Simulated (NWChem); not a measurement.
chlorotrifluoromethane (CClF₃); SMILES FC(Cl)(F)F

All runs: NWChem. Pople sets run with spherical d functions. B3LYP is NWChem's, with the RPA form of VWN correlation. Each level has its own optimisation; frequencies are unscaled.

| level | r C–F (Å) | r C–Cl (Å) | highest harmonic frequency (cm⁻¹) | lowest (cm⁻¹) | zero-point energy (kcal/mol) | dipole (D) |
|---|---|---|---|---|---|---|
| Hartree-Fock/STO-3G | 1.359 | 1.851 | 1516 | 335 | 10.4 | 1.37 |
| Hartree-Fock/3-21G | 1.329 | 1.833 | 1451 | 342 | 10.2 | 0.03 |
| Hartree-Fock/6-31G* | 1.307 | 1.744 | 1418 | 382 | 10.6 | 0.28 |
| B3LYP/6-31G* | 1.331 | 1.782 | 1265 | 341 | 9.5 | 0.02 |
| LDA (Slater exchange, VWN5)/def2-SVP | 1.318 | 1.759 | 1275 | 343 | 9.6 | 0.19 |
| PBE/def2-SVP | 1.336 | 1.781 | 1213 | 336 | 9.3 | 0.15 |
| BLYP/def2-SVP | 1.343 | 1.798 | 1182 | 330 | 9.0 | 0.22 |
| PBE0/def2-SVP | 1.318 | 1.760 | 1295 | 354 | 9.8 | 0.24 |
